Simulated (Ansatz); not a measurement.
Stretching the Se3–H4 bond in H2SeZn (SMILES [ZnH][SeH]) (multiplicity 1 held, fragments rigid). Energies count from the point at 1.474 Å.
Geometry at that point (charge 0, multiplicity 1):
| atom | x (Å) | y (Å) | z (Å) |
|---|---|---|---|
| Zn | -0.7092 | -0.5098 | -0.8288 |
| H | -1.6137 | -1.1646 | -1.8828 |
| Se | 0.6540 | 0.5053 | 0.7407 |
| H | 0.6550 | -0.7187 | 1.5618 |

Restricted levels (R-, RO-) in cc, def2 and unpolarised 6-31G sets keep to the state of the molecule at rest. Active spaces are followed from a long bond inwards. Curves can end on different states.

Correlated levels freeze the cores. Filled d and f shells under p-block atoms count as core.

Codes used: Ansatz (Gaussian basis) for Hartree–Fock, density functionals and correlated methods. Each number belongs to the level named beside it.

Estimate the energy at R = 4.716 Å that FIC-MRCISD+Q on CASSCF(4,3)/def2-TZVPP returns for this input.

3.57 eV

Estimate the energy at R = 4.716 Å that R-wB97X-V/def2-TZVPP returns for this input.

6.83 eV

Give the energy at R = 4.716 Å at the level R-HF/def2-TZVPP.

7.35 eV

Doubts at one or more of the structures used: a restricted determinant that unrestricted orbitals would lower (R-HF/def2-TZVPP, R-wB97X-V/def2-TZVPP); active orbitals that take no part (FIC-MRCISD+Q on CASSCF(4,3)/def2-TZVPP).

Ansatz is a quantum-chemistry and plane-wave program.
